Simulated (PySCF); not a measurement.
Re(O)3(Me) (CH3O3Re), SMILES [CH3][Re](=[O])(=[O])=[O], multiplicity 1. Geometry optimised at PBE-D3(BJ)/def2-SVP. The multiplicity is an assumed one; other spin states were not compared. The isomer is the one that the SMILES or the coordinates give; other isomers of the formula were not compared. The def2 effective core potentials stand for the cores of Re; spin–orbit coupling is left out.

All values below come from PBE-D3(BJ)/def2-SVP in PySCF.

Harmonic wavenumbers (cm⁻¹): 189, 205, 205, 258, 318, 318, 566, 707, 707, 971, 971, 994, 1178, 1351, 1351, 2972, 3089, 3089. Rotational constants (GHz): 3.773, 3.410, 3.410; symmetry number 3.

**Question.** Work out the zero-point energy and the ideal-gas rigid-rotor harmonic-oscillator thermochemistry at 298.15 K and 1 atm.

**Answer.** ZPE = ½ Σ hcν = ½ × 19440 cm⁻¹ = 27.79 kcal/mol. H − E(el) = 32.36 kcal/mol. Entropy in cal/(mol K): translation 42.44, rotation 24.21, vibration 12.23, total 78.89. G − E(el) = 8.84 kcal/mol. Cp = 22.91 cal/(mol K).
